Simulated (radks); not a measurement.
Charge is removed step by step from the 3s1/2 level of the niobium ion Nb+, starting from [Kr] 4d4. Method: Dirac Kohn-Sham, PBE, spin-unpolarised, spherical densities, point nucleus; open shells are shared between the two j in proportion to 2j + 1; computed with a radial shooting solver on a logarithmic mesh with Libxc functionals.

removed (e)  E - E(0) (eV)  eigenvalue (eV)  E minus straight line (eV)
0                    0.000          -445.05                       0.000
0.1                 44.650          -447.96                      -1.360
0.2                 89.594          -450.92                      -2.426
0.3                 134.83          -453.90                      -3.195
0.4                 180.38          -456.92                      -3.663
0.5                 226.22          -459.97                      -3.829
0.6                 272.37          -463.05                      -3.688
0.7                 318.83          -466.16                      -3.237
0.8                 365.60          -469.30                      -2.474
0.9                 412.69          -472.46                      -1.396
1                   460.10          -475.65                       0.000

Removing the whole electron costs 460.10 eV by Delta-SCF, against 445.05 eV from minus the eigenvalue at the starting occupation. Slater's transition state (half an electron removed) gives 459.97 eV. Integrating minus the eigenvalue over the occupation (Janak's theorem) gives 460.10 eV. The mean slope of the eigenvalue, de/dn, is 30.6 eV per electron.
